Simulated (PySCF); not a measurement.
C4H8BN, SMILES NB1CC=CC1.

The structure is a stationary point at PBE-D3(BJ)/def2-SVP. This is a generated structure with no PubChem entry under its InChIKey; it may be hypothetical. One conformer was computed; it need not be the lowest.

Calculation: PBE-D3(BJ)/def2-SVP in PySCF.

Frequencies are harmonic and unscaled.

Computed harmonic wavenumbers and intensities:
```
mode  ν (cm⁻¹)  IR (km/mol)  moving atoms (share of kinetic energy)
----  --------  -----------  --------------------------------------
1           84          0.0                  C 42 %, H 41 %, N 15 %
2          305          1.4          H 38 %, C 28 %, N 23 %, B 11 %
3          340          0.0                          H 56 %, C 44 %
4          351         13.5                          H 58 %, B 38 %
5          515          0.2          C 39 %, N 37 %, B 14 %, H 10 %
6          516        139.0                          H 78 %, N 21 %
7          546          0.0                          H 90 %, C 10 %
8          665         45.9                  H 80 %, B 10 %, C 10 %
9          717          1.2                          C 61 %, H 30 %
10         741          0.0                          H 68 %, C 32 %
11         741          2.1                   C 78 %, H 11 %, B 9 %
12         811          0.5                  H 64 %, C 20 %, N 12 %
13         875          0.0                  H 39 %, C 34 %, B 26 %
14         929         18.8                          H 62 %, C 37 %
15         940          0.3                          C 59 %, H 41 %
16         942          0.0                          H 84 %, C 16 %
17        1068          0.0                          H 80 %, C 20 %
18        1072          0.6                          H 81 %, C 18 %
19        1088          8.7                           H 85 %, C 9 %
20        1112         17.7                  H 45 %, B 38 %, C 10 %
21        1174          0.0                          H 54 %, C 39 %
22        1208         48.1                  C 58 %, H 24 %, B 17 %
23        1322          0.8                          H 63 %, C 33 %
24        1347         14.9                          H 84 %, C 15 %
25        1347          0.7                          H 88 %, C 10 %
26        1407         68.5                          B 51 %, H 38 %
27        1560        142.5                  H 59 %, N 24 %, B 16 %
28        1640         14.0                           C 92 %, H 8 %
29        2939         39.2                                  H 94 %
30        2942         13.7                                  H 94 %
31        2970         26.3                           H 91 %, C 9 %
32        2971          0.0                           H 91 %, C 9 %
33        3083          7.3                                  H 92 %
34        3107         41.6                           H 91 %, C 9 %
35        3509         17.0                                  H 96 %
36        3606         19.3                           H 91 %, N 9 %
```
